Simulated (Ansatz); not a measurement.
CH5AlFNO can be A, `C[NH][Al]([OH])[F]`, or B, `[NH2][AlH][O]CF`.

Computed with Ansatz on PBE0-D4/def2-TZVP structures; ΔE is electronic, products minus reactants. CCSD(T)/CBS adds triple-zeta CCSD(T) − MP2 to the extrapolated MP2 energy (def2 sets, frozen cores). DFT in def2-TZVPP. B3LYP here is the variant with VWN-RPA as its local correlation; programs differ in this. One conformer a species, not always the lowest.

Q: Which isomer does CCSD(T)/CBS put lower? Give the gap. (Best estimate.)

A: Computed: A, by 239.7 kJ/mol.

Q: Give E(B) − E(A) in kJ/mol with r2SCAN-D4, CCSD(T)/def2-TZVPP, ωB97M-V, HF/def2-TZVPP, B3LYP-D4, B2PLYP, B3LYP. (An estimate is asked.)

A: Computed: r2SCAN-D4 226.6, CCSD(T)/def2-TZVPP 234.1, ωB97M-V 225.0, HF/def2-TZVPP 221.4, B3LYP-D4 225.7, B2PLYP 233.0, B3LYP 225.2. None reverses the order clearly.

Largest T1 diagnostic: 0.012.

In def2-TZVPP, CCSD(T) changes the Hartree–Fock value by +12.7 kJ/mol (the triples alone add −1.1 kJ/mol) and MP2 by +26.2 kJ/mol. From PBE to PBE0 (25 % exact exchange), in def2-TZVPP and without D4, E(B) − E(A) moves by +5.1 kJ/mol.
